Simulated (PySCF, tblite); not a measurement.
C₄H₁₄Si₃.
Structure used (GFN2-xTB), in Å, numbered top down from 1:
```xyz
21
C4H14Si3 angstrom
C     -1.877    1.071    1.090
Si    -2.707   -0.080   -0.169
C     -1.572   -1.595   -0.474
C     -0.233   -1.146   -0.929
C      0.863   -1.117   -0.177
Si     2.512   -0.393   -0.698
Si     2.914    1.528    0.523
H     -2.434    1.995    1.205
H     -0.867    1.328    0.778
H     -1.808    0.606    2.069
H     -4.000   -0.560    0.336
H     -2.915    0.624   -1.441
H     -1.480   -2.177    0.444
H     -2.031   -2.232   -1.230
H     -0.190   -0.782   -1.949
H      0.783   -1.489    0.840
H      3.553   -1.412   -0.483
H      2.463   -0.150   -2.148
H      2.941    1.279    1.968
H      4.193    2.164    0.197
H      1.886    2.556    0.320
```

Jobs on this species (21 atoms, 80 electrons) with PySCF (density fitting) and tblite. Hardware of each: an Arm Neoverse V1 with one thread, shared host. Times come from a shared host and carry two figures at best.

| level and settings | work | basis functions | SCF cycles | wall time |
| --- | --- | --- | --- | --- |
| GFN2-xTB | L-BFGS relaxation | – | – | ? |
| GFN2-xTB | Hessian by finite differences | – | – | 1.1 s |
| PBE0/pcSseg-1 | shieldings, charges and field gradients | 210 | 14 | 36 s |

Q: Fill in the missing figures.

A: 
- GFN2-xTB; L-BFGS relaxation: 1.2 s

Q: What do all jobs in the table cost together?

A: About 38 s; the longest takes about 94 % of that, and about 33 times as long as the shortest.
